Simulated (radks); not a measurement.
The numbers below are computed, except where a source is named.
Problem. These are the eigenvalues of the occupied orbitals of an atom or ion with whole-number occupations (hartree). Level of theory: scalar-relativistic Kohn-Sham, LDA (Slater exchange, Perdew-Wang correlation), spin-polarised, spherical densities, point nucleus (a radial shooting solver on a logarithmic mesh with Libxc functionals).

1s down: -1970.680
1s up: -1970.680
2s up: -328.5553
2s down: -328.5528
2p up: -291.6869
2p down: -291.6851
3s up: -73.46384
3s down: -73.40479
3p up: -62.14672
3p down: -62.08808
3d up: -47.56039
3d down: -47.51465
4s up: -14.90122
4s down: -14.77656
4p up: -11.17365
4p down: -11.05069
4d up: -6.09756
4d down: -5.97739
5s up: -2.26647
5s down: -2.20598
5p up: -1.38977
5p down: -1.34512
4f up: -0.59660
4f down: -0.49336
6f up: -0.06733

Which element is it, and in what charge state? The configuration may be excited. Open shells, if any, are filled with parallel spins first.

Solution. Z = 66, dysprosium, charge +1: Dy+ in [Xe] 4f10 6f1. The list shows which subshells hold electrons but not how many an open one holds; the 1s level, -1970.7 hartree, gives Z - s = 62.8 by -(Z - s)^2/2, which with screening and relativity narrows Z to a few neighbours, and the depths of the outer levels then fix element, charge and occupations together.
